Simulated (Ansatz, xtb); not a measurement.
Species: C4H7O, charge 0, multiplicity 2. It need not be the lowest isomer of its formula. SMILES: C[C](C)C=O
Geometry from a B3LYP-D3(BJ)/def2-TZVP (Ansatz, a first-principles code) optimisation:
```xyz
12

C     -0.9850    -1.1131    -0.3945
C      0.2101    -0.3069    -0.0407
C      1.5451    -0.9569    -0.0011
C      0.0768     1.0837     0.2594
O     -0.9903     1.6993     0.2498
H     -1.1083    -1.9482     0.3039
H     -1.8839    -0.5006    -0.3811
H     -0.8691    -1.5601    -1.3881
H      1.7950    -1.3967    -0.9733
H      2.3336    -0.2546     0.2714
H      1.5560    -1.7845     0.7173
H      1.0168     1.6093     0.5128
```
Charge 0, spin multiplicity 2.

Harmonic wavenumbers from GFN2-xTB (xtb, at its own minimum), cm⁻¹: 41, 89, 197, 263, 354, 358, 605, 853, 855, 926, 968, 1010, 1026, 1280, 1356, 1379, 1389, 1404, 1437, 1447, 1453, 1477, 1584, 2768, 2957, 2959, 2979, 2985, 3042, 3047.

Q: Give the harmonic wavenumbers at B3LYP-D3(BJ)/def2-TZVP (Ansatz, finite differences of forces, unscaled).

A: 107, 135, 226, 287, 365, 383, 607, 822, 924, 956, 961, 1022, 1057, 1275, 1351, 1395, 1411, 1422, 1463, 1465, 1483, 1503, 1572, 2917, 3000, 3008, 3034, 3041, 3101, 3135 cm⁻¹. Zero-point energy 62.1 kcal/mol.

Q: From these and the geometry, give the ideal-gas thermochemistry at 298.15 K and 1 atm (rigid rotor, harmonic oscillator).

A: Point group Cs, rotational symmetry number 1. Rotational constants 8.399, 4.007, 2.806 GHz. S(trans) 38.70, S(rot) 25.63, S(vib) 13.02, S(elec, spin only) 1.38, S 78.7 cal/(mol K). H(298) - H(0) 4.58 kcal/mol; G - E(el) 43.2 kcal/mol.
